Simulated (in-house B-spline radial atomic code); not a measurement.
Successive ionisation energies of caesium; each step leads to the configuration of the next row (after the last: [Kr] 4d10 5s2). Dirac energy differences include first-order Breit, QED and recoil terms. NIST's values go from ground level to ground level; the uncertainty of those that are theory runs from under 0.1 % in few-electron ions to several per cent in heavy many-electron ones. Computed with an all-electron radial atomic-structure program (B-spline basis): Dirac-Hartree-Fock, jj configuration that fills j = l - 1/2 first, finite nuclei.

A number in brackets counts the electrons of a j subshell.

| ion | configuration | ionisation energy (eV) | tabulated value (eV) | computed minus tabulated (eV) | highest orbital | largest mean radius (bohr) |
| --- | --- | --- | --- | --- | --- | --- |
| Cs | [Xe] 6s1 | 3.47 | 3.893906 | -0.42 | 6s1/2 | 6.0845 |
| Cs+ | [Kr] 4d10 5s2 5p6 | ? | ? | ? | ? | ? |
| Cs2+ | [Kr] 4d10 5s2 5p1/2(2) 5p3/2(3) | 32.59 | 33.195 | -0.60 | 5p3/2 | 2.0224 |
| Cs3+ | [Kr] 4d10 5s2 5p1/2(2) 5p3/2(2) | 43.63 | 43 | 0.63 | 5p3/2 | 1.9516 |
| Cs4+ | [Kr] 4d10 5s2 5p1/2(2) 5p3/2(1) | 55.25 | 56 | -0.75 | 5p3/2 | 1.8902 |
| Cs5+ | [Kr] 4d10 5s2 5p1/2(2) | ? | ? | ? | ? | ? |
| Cs6+ | [Kr] 4d10 5s2 5p1/2(1) | 82.27 | 82.9 | -0.63 | 5p1/2 | 1.736 |

**Question.** Fill in the row of Cs+.

**Answer.** ionisation energy (eV): 22.21; tabulated value (eV): 23.15745; computed minus tabulated (eV): -0.95; highest orbital: 5p3/2; largest mean radius (bohr): 2.1068.

**Question.** Fill in the row of Cs5+.

**Answer.** ionisation energy (eV): 68.79; tabulated value (eV): 69.1; computed minus tabulated (eV): -0.31; highest orbital: 5p1/2; largest mean radius (bohr): 1.7858.

**Question.** Where is the largest jump?

**Answer.** From Cs to Cs+, by a factor of 6.39 (3.4747 to 22.205 eV); the highest orbital goes from 6s1/2 to 5p3/2.

**Question.** How far is this level of theory from the measured and semi-empirical values?

**Answer.** Over those 3 rows the differences run from -0.952 to -0.419 eV (mean absolute value 0.66 eV). The calculation leaves out correlation and, in open shells, the multiplet splittings that an average leaves out.
